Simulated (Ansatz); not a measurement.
System: C6H11, charge 0, multiplicity 2. It need not be the lowest isomer of its formula. 
Structure (B3LYP-D3(BJ)/def2-TZVP (Ansatz, a first-principles code) minimum search):
```xyz
17

C      2.8006     0.2459     0.7092
C      1.5619     0.6651     0.0098
C      0.5721    -0.5084    -0.2393
C     -0.6369    -0.0657    -1.0038
C     -1.8897     0.0225    -0.5613
C     -2.4022    -0.3191     0.8033
H      2.8920     0.3241     1.7838
H      3.5849    -0.2759     0.1765
H      1.0367     1.4330     0.5828
H      1.8053     1.1071    -0.9628
H      0.3000    -0.9509     0.7190
H      1.0976    -1.2847    -0.8041
H     -0.4446     0.2390    -2.0294
H     -2.6418     0.3809    -1.2586
H     -1.6174    -0.6585     1.4774
H     -2.8858     0.5488     1.2609
H     -3.1613    -1.1050     0.7471
```
Charge 0, spin multiplicity 2.

Total electronic energies in hartree. Correlated levels leave the core frozen unless marked. Open shells are spin-unrestricted. No spin-orbit coupling. Non-relativistic. CBS(X,Y): correlation extrapolated as X^-3; Hartree-Fock from the larger set. [CCSD(T)-MP2]/basis is that difference in the basis named.

```tsv
level	program	energy (Eh)
RI-HF/cc-pVQZ	Ansatz	-233.64262
PBE-D4/def2-TZVPD	Ansatz + dftd4	[?]
revPBE-D3(BJ)/def2-TZVPD	Ansatz + dftd3	-235.22013
r2SCAN-D4/def2-TZVPD	Ansatz + dftd4	[?]
PBE0/6-31G*	Ansatz	[?]
MP2/STO-3G	Ansatz	-231.04785
MP2/cc-pwCVTZ	Ansatz	-234.63637
CCSD/6-31G	Ansatz	-234.04636
RI-MP2/CBS(cc-pVTZ,cc-pVQZ)+[CCSD(T)-MP2]/cc-pVTZ	Ansatz	-234.8516
```

Problem. Complete the blanks.

Solution. 
- PBE-D4/def2-TZVPD, energy (Eh): -234.93530
- r2SCAN-D4/def2-TZVPD, energy (Eh): -235.11484
- PBE0/6-31G*, energy (Eh): -234.87983
